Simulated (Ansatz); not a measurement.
`[NH2][InH][Cl]` + `[AlH3]` → `[AlH2][InH][Cl]` + NH₃  (formal exchange of groups at the In–N bond)

Isolated molecules relaxed with PBE0-D4/def2-TZVP in Ansatz; ΔE leaves out vibrations. CCSD(T)/CBS is the MP2 limit (def2-TZVPP, def2-QZVPP) plus CCSD(T) − MP2 in def2-TZVPP, frozen cores. This one scheme is used for every species. DFT in def2-TZVPP. HSE06 is defined as in plane-wave codes. Elements past krypton have def2 core potentials. For In outer-core shells are correlated without core-valence functions, which leaves a few kJ/mol of doubt a bond. Each species was taken in one conformer, which may not be the lowest.

(1) Is it downhill or uphill in electronic energy at CCSD(T)/CBS, and by how much? (Estimate.)

(2) What do these levels give: r2SCAN0-D4, HSE06-D4, BHLYP-D4, PBE0, RPA@PBE/def2-TZVPP, CCSD(T)/def2-TZVPP? (An estimate is asked.)

Largest T1 diagnostic among the species: 0.014.

Results:

(1) Ansatz gave: Downhill: ΔE = -38.5 kJ/mol.

(2) The calculation gave: r2SCAN0-D4 -47.6, HSE06-D4 -53.1, BHLYP-D4 -44.2, PBE0 -53.0, RPA@PBE/def2-TZVPP -35.6, CCSD(T)/def2-TZVPP -38.3 kJ/mol.

At CCSD(T), def2-SVP lies +3.1 kJ/mol from the extrapolated value and def2-TZVPP +0.2 kJ/mol. Leaving LDA and LC-ωPBE aside and taking each functional with its dispersion term where it has one, the values, not all of them listed here, spread over 18.5 kJ/mol, from PBE-D4 to B97M-V. LDA lies +3.9 kJ/mol from PBE without D4.
